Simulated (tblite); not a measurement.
All values are computed: GFN2-xTB (tblite) harmonic vibrations without scaling, gas phase. This tight-binding method is rough: wavenumbers can miss measured ones by several per cent, in bad cases by 10 to 20. Modes of hydrogen on silicon and sulfur can be 10 to 20 % off. One conformer each. Thermal functions are those of the rigid rotor and harmonic oscillator, without mixing of conformers.

Problem. Order these by their zero-point energy, highest first (kcal/mol).
A. `C(/[Si@@H]1CC[SiH2][SiH2]N1)=C/C`
B. `CC(F)(F)[Si@H](S)C[SiH3]`
C. `C=CCCC1CCC1`
D. `[C@@H]1([C@H](C)S1)C`
E. `C=CCP(CC)CCC`
F. `C1C2CCP(C1)(=S)CC2`

Solution. E (143.0), C (124.3), F (117.4), A (114.0), B (73.2), D (68.5).

```
                        SMILES  atoms  mass (u)  symmetry number  modes under 300 cm⁻¹  ZPE (kcal/mol)  S translation (cal/(mol K))  S rotation  S vibration      S    Cp
                  C=CCP(CC)CCC     26    144.11                1                    12           143.0                         40.8        30.5         43.4  114.8  47.8
                   C=CCCC1CCC1     22    110.11                1                     6           124.3                         40.0        28.8         26.0   94.8  34.7
              S=P12CCC(CC1)CC2     22    160.05                3                     5           117.4                         41.1        27.3         21.5   89.9  37.8
C/C=C\[Si@@H]1CC[SiH2][SiH2]N1     24    173.05                1                    10           114.0                         41.4        30.9         43.9  116.2  53.3
      CC(F)(F)[Si@H](S)C[SiH3]     18    172.00                1                    11            73.2                         41.4        30.6         43.8  115.7  47.8
              C[C@@H]1S[C@H]1C     13     88.03                2                     4            68.5                         39.4        25.0         12.1   76.4  23.9
```

Entropies and Cp are for 298.15 K and 1 bar.
